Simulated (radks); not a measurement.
Problem. Radial electron density D(r) = 4 pi r^2 rho(r) of an atom or ion with 40 electrons. Method: scalar-relativistic Kohn-Sham, Slater X-alpha with alpha = 0.749, spin-unpolarised, spherical densities, finite nucleus; Fermi nuclear charge, rms radius of each element as measured or else 0.836 A^(1/3) + 0.57 fm; computed with a radial shooting solver on a logarithmic mesh with Libxc functionals.

r (bohr),D(r) (e/bohr)
0.003883,9.255
0.004413,11.28
0.005056,13.81
0.005793,16.79
0.006584,20.00
0.007543,23.85
0.008642,28.10
0.009822,32.39
0.01125,37.12
0.01279,41.54
0.01465,45.95
0.01679,49.75
0.01908,52.47
0.02186,54.18
0.02504,54.51
0.02846,53.58
0.03261,51.58
0.03736,49.13
0.04246,47.19
0.04865,46.41
0.05529,47.57
0.06335,51.05
0.07258,56.36
0.08249,61.86
0.0945,66.42
0.1083,67.84
0.1231,65.41
0.141,59.30
0.1602,52.06
0.1836,45.66
0.2103,43.06
0.239,44.66
0.2739,48.87
0.3138,52.17
0.3566,51.43
0.4086,45.39
0.4681,35.47
0.532,25.57
0.6095,17.51
0.6927,13.52
0.7936,12.45
0.9093,12.72
1.033,12.56
1.184,11.15
1.356,8.740
1.542,6.212
1.766,3.874
2.024,2.180
2.3,1.161
2.635,0.5389
2.995,0.2349
3.431,0.08440
3.931,0.02531
4.468,0.006673
5.119,0.001261

What is the nuclear charge?

Solution. Z = 43. The innermost maximum, from 1s, lies near gamma/Z bohr with gamma = sqrt(1 - (Z/c)^2) = 0.949, here 0.0221 bohr (found: 0.0241), and its height grows with Z. The density is that of the technetium ion Tc3+ in [Kr] 4d4; the configuration itself is not fixed sharply by these data, and Z only to a few units. D(r) has 4 maxima, at r = 0.0241, 0.107, 0.329, 0.954 bohr, and minima at 0.0483, 0.212, 0.794 bohr, inside which lie 2.03, 11.10, 29.25 electrons.
